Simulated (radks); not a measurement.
The nuclear charge of the osmium ion Os+ is varied continuously with 75 electrons held in [Xe] 4f14 5d6 6s1. Calculated with a radial shooting solver on a logarithmic mesh with Libxc functionals: Dirac Kohn-Sham, PBE, spin-unpolarised, spherical densities, finite nucleus; open shells are shared between the two j in proportion to 2j + 1; Fermi nuclear charge, rms radius 5.4126 fm. By the Hellmann-Feynman theorem dE/dZ = E(electron-nucleus)/Z, the electronic potential at the nucleus (averaged over a nucleus of fixed radius).

Z      E (hartree)  E(electron-nucleus)/Z (hartree)   HOMO  e(HOMO) (eV)  <r> HOMO (bohr)
75.5   -16995.1047                         -563.374  5d5/2        -8.337            1.908
75.75  -17136.3150                         -566.309  5d5/2       -10.940            1.842
76     -17278.2596                         -569.248  6s1/2       -13.138            2.782
76.25  -17420.9394                         -572.191  6s1/2       -15.391            2.704
76.5   -17564.3553                         -575.138  6s1/2       -17.749            2.633
76.75  -17708.5086                         -578.089  6s1/2       -20.205            2.566
77     -17853.4004                         -581.046  6s1/2       -22.755            2.504

The central difference of E at Z = 76 is -569.249 hartree, to compare with the third column; the second derivative is -11.8 hartree.
